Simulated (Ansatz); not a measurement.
Species: HFGa, SMILES `[F][GaH]` (charge 0, multiplicity 2), formula HFGa.

**Question.** How many basis functions does Ansatz (a first-principles code) with frozen-core CCSD(T)/cc-pVTZ // B3LYP-D3(BJ)/def2-TZVP use, how many core orbitals are frozen, and how many electrons are correlated?

**Answer.** 87 basis functions and 10 frozen orbitals, which leaves 21 correlated electrons (filled d shells below the valence shell are correlated). Core time is of the order of seconds.
